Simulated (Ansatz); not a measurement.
One change: `CC/C=C/[SiH3]` becomes `[SiH3]/C=C\S`.

Ansatz, PBE0-D4/def2-TZVP geometries, multiplicity 1. Each molecule was computed in one conformer, which needn't be the lowest.

```tsv
property	`CC/C=C/[SiH3]`
HOMO–LUMO gap (B3LYP/def2-TZVPP) / eV	6.88
HOMO energy (ωB97M-V/def2-TZVPP) / eV	-9.74
HOMO–LUMO gap (ωB97M-V/def2-TZVPP) / eV	11.57
LUMO energy (PBE0/def2-TZVPP) / eV	-0.22
HOMO energy (PBE0/def2-TZVPP) / eV	-7.53
LUMO energy (B3LYP/def2-TZVPP) / eV	-0.43
```

Q: Give the same properties after the change, and the shifts. (An estimate is asked.)

A: The calculation gave: 
```json
{"property": "HOMO–LUMO gap (B3LYP/def2-TZVPP) / eV", "`[SiH3]/C=C\\S`": "5.63", "shift": "-1.25"}
{"property": "HOMO energy (ωB97M-V/def2-TZVPP) / eV", "`[SiH3]/C=C\\S`": "-8.86", "shift": "0.88"}
{"property": "HOMO–LUMO gap (ωB97M-V/def2-TZVPP) / eV", "`[SiH3]/C=C\\S`": "10.14", "shift": "-1.43"}
{"property": "LUMO energy (PBE0/def2-TZVPP) / eV", "`[SiH3]/C=C\\S`": "-0.73", "shift": "-0.51"}
{"property": "HOMO energy (PBE0/def2-TZVPP) / eV", "`[SiH3]/C=C\\S`": "-6.77", "shift": "0.76"}
{"property": "LUMO energy (B3LYP/def2-TZVPP) / eV", "`[SiH3]/C=C\\S`": "-0.91", "shift": "-0.48"}
```

With PBE0 the HOMO rises by 0.76 eV and the LUMO falls by 0.51 eV, so the gap narrows by about 1.27 eV. PBE moves the HOMO by 0.73 eV and ωB97M-V by 0.88 eV.

B3LYP here is the variant with VWN-RPA as its local correlation; programs differ in this.
